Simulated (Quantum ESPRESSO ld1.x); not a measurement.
Results of a calculation; reference values are marked as such.
The mean radii <r> (bohr) of the occupied orbitals of an atom or ion are listed with their occupations. Level of theory: scalar-relativistic Kohn-Sham, LDA (Slater exchange, VWN5 correlation), spin-polarised, spherical densities, point nucleus (ld1.x of Quantum ESPRESSO 7.5).

| orbital | occ. | <r> |
|---|---|---|
| 1s up | 1 | 0.05222 |
| 1s down | 1 | 0.05221 |
| 2s up | 1 | 0.2339 |
| 2s down | 1 | 0.2336 |
| 2p up | 3 | 0.2048 |
| 2p down | 3 | 0.2046 |
| 3s up | 1 | 0.6109 |
| 3s down | 1 | 0.6135 |
| 3p up | 3 | 0.6046 |

Name the element and its charge. Open shells, if any, are filled with parallel spins first.

Answer. Z = 29, copper, charge +14: Cu14+ in [Ne] 3s2 3p3. The 1s radius gives Z: for a bare nucleus <r> = (2 gamma + 1)/(2Z) with gamma = sqrt(1 - (Z/c)^2), 0.05094 bohr for Z = 29, and screening makes it slightly larger (0.05222 here). The occupations add up to 15, and the charge is Z minus that.
